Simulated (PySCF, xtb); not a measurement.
Si(OSiH3)(F)2(Me) (CH6F2OSi2), SMILES C[Si](F)(F)O[SiH3].

GFN2-xTB run with xtb at its own geometry gives an orbital gap of 6.26 eV and a dipole moment of 2.33 D.

Geometry optimised at ωB97X-D3(BJ)/def2-SVP. Other conformers were not sampled.

Problem. What does CAM-B3LYP/def2-TZVP in PySCF give? (Estimate from the structure and the level; the computed values follow.)

Solution. gap 11.61 eV (levels -10.71 and 0.91 eV), dipole 1.86 D.
